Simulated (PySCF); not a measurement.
- NMR shieldings at PBE0/pcSseg-1/GIAO
- structure optimised with GFN2-xTB
- run in PySCF 2.14.0 with density-fitted response routines
- relativity neglected, one conformer, no solvent, fast rotation and ring inversion assumed for equivalent nuclei

References, each an isolated molecule treated in the same way: ¹H and ¹³C vs TMS. Shifts are as computed. Against solution values, carbons near 30 ppm lie about +3 ppm off and those near 130 ppm about +5 ppm. Of 1211 compounds with measured shifts, 218 miss one by over three times the rms of a fit or turn the order of signals round; such compounds aren't used in these exercises. OH and NH positions are gas-phase values without hydrogen bonding to other molecules.

Q: Order these molecules by the shift of their most deshielded carbon-bound hydrogen, lowest δ first.
A. CO[SiH2]/C=C/CCC#N
B. CC(C)(C)[Si@H](F)[SiH2]P
C. NCCC1=C[SiH2]C=CO1

A: B (1.10 ppm, hydrogen on a methyl carbon), A (6.46 ppm, hydrogen on an alkene CH), C (7.28 ppm, hydrogen on an alkene carbon bearing oxygen).

Q: Order these molecules by the shift of their most shielded carbon-bound hydrogen, lowest δ first.
A. CNCC1=C[SiH2]C=CO1
B. CC(C)(C)[Si@H](F)[SiH2]P
C. NCCC1=C[SiH2]C=CO1

A: B (1.10 ppm, hydrogen on a methyl carbon), C (2.13 ppm, hydrogen on an allylic sp3 CH2), A (2.46 ppm, hydrogen on a methyl carbon bonded to N).

Q: How many ¹³C and ¹H signals does each give (equivalence by symmetry and fast rotation, but not about amide C–N or C=N bonds)? `CC(C)(C)[Si@H](F)[SiH2]P`, `NCCC1=C[SiH2]C=CO1`, `CNCC1=C[SiH2]C=CO1`, `CO[SiH2]/C=C/CCC#N`

A: CC(C)(C)[Si@H](F)[SiH2]P: 2 C, 5 H; NCCC1=C[SiH2]C=CO1: 6 C, 7 H; CNCC1=C[SiH2]C=CO1: 6 C, 7 H; CO[SiH2]/C=C/CCC#N: 6 C, 6 H.
